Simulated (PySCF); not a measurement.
# First-order multiplets

Mapped SMILES: `[CH2:1]=[C:2]([F:3])[B:4]([OH:5])[OH:6]`. Each H is labelled by its parent atom. Ha(C1) is cis to F3; Hb(C1) is trans to F3.

One averaged value for each set of equivalent atoms, no solvent model, non-relativistic Hamiltonian, one computed conformer. J couplings at B3LYP/pcJ-1 (spin–dipole term only in couplings to heteroatoms); geometry: PBE0-D3(BJ)/def2-SVP; NMR shieldings at PBE0/pcSseg-1/GIAO; PySCF 2.14.0 with density-fitted response routines.

Referencing at the same level of theory: $^{19}$F against CFCl3; TMS for $^{1}$H.

Spectrometer: 600 MHz for $^{1}$H. First-order analysis; couplings under 1 Hz (under 4 Hz in carbon signals) are ignored, and nearly equal couplings are merged; the smaller ones broaden or split the lines further.

Problem. What pattern does F3 show ($^{19}$F)?

Solution. A doublet of doublets at δ -105.1: 46.5 Hz to Hb(C1) (1 × $^{1}$H, 3 bonds away), 20.2 Hz to Ha(C1) (1 × $^{1}$H, 3 bonds away). Lines in Hz from the centre (relative intensity): +33.4 (1), +13.2 (1), -13.2 (1), -33.4 (1). The outer lines are 66.7 Hz apart, the sum of the couplings kept, or 0.118 ppm at this field.

Problem. What pattern does Hb(C1) show ($^{1}$H)?

Solution. A doublet at δ 5.64: 46.5 Hz to F3 (1 × $^{19}$F, 3 bonds away). Lines in Hz from the centre (relative intensity): +23.2 (1), -23.2 (1). The outer lines are 46.5 Hz apart, the sum of the couplings kept, or 0.077 ppm at this field.

Problem. What pattern does Ha(C1) show ($^{1}$H)?

Solution. A doublet at δ 5.54: 20.2 Hz to F3 (1 × $^{19}$F, 3 bonds away). Lines in Hz from the centre (relative intensity): +10.1 (1), -10.1 (1). The outer lines are 20.2 Hz apart, the sum of the couplings kept, or 0.034 ppm at this field.

The OH or NH signal is concentration- and solvent-dependent in practice; the value given is the gas-phase one.
